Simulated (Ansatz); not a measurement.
CH6BGa, SMILES `C[BH][GaH2]`, 9 atoms. The species carries charge 0 and has multiplicity 1. Correlated methods include outer-core shells of Ga, which these sets cover unevenly. Scalar relativity is left out up to krypton. Hardware: A = 2 threads of an AMD EPYC 7R13 on a shared host; B = 2 threads of an AMD EPYC 7R13 on a shared host and a share of an NVIDIA H100 80 GB. Correlated methods freeze the cores. Open-shell runs search over several starts.

Give the basis size and wall time and peak host memory of each of these runs in Ansatz. RKS PBE0-D4/def2-TZVP relaxation (15 steps) [A]; RKS PBE0-D4/def2-SVP energy [A]; RHF-CCSD(T)/def2-SVP energy [A]; RKS ωB97M-V/def2-SVP energy [A]; UHF-CCSD(T)/def2-TZVPP energy of the cation [B]; UKS ωB97M-V/def2-TZVPP energy of the cation [A]; UKS ωB97X-V/def2-TZVPP energy of the cation [A]; RKS ωB97M-V/def2-QZVPP energy [B]; RKS r2SCANh-D4/def2-TZVPP energy [A]; RKS ωB97X-V/def2-TZVPP energy [A]; RHF-CCSD(T)/def2-QZVPP energy [B]; RKS PBE-D4/def2-TZVPP energy and forces [A]. (Best estimate.)

Computed: Other jobs shared the machine, so times are rough.

```csv
level,job,functions,wall time,peak host memory (GiB)
RKS PBE0-D4/def2-SVP,energy [A],90,1.3 s,0.49
RKS PBE-D4/def2-TZVPP,energy and forces [A],194,2.6 s,0.49
RKS ωB97M-V/def2-QZVPP,energy [B],383,3.2 s,0.98
RHF-CCSD(T)/def2-SVP,energy [A],90,3.8 s,0.49
RKS ωB97M-V/def2-SVP,energy [A],90,3.8 s,0.49
RKS r2SCANh-D4/def2-TZVPP,energy [A],194,4.3 s,0.49
RKS ωB97X-V/def2-TZVPP,energy [A],194,6.5 s,0.51
UHF-CCSD(T)/def2-TZVPP,energy of the cation [B],194,9 s,0.84
UKS ωB97X-V/def2-TZVPP,energy of the cation [A],194,15 s,0.75
UKS ωB97M-V/def2-TZVPP,energy of the cation [A],194,17 s,0.79
RHF-CCSD(T)/def2-QZVPP,energy [B],383,19 s,0.91
RKS PBE0-D4/def2-TZVP,relaxation (15 steps) [A],146,41 s,0.49
```
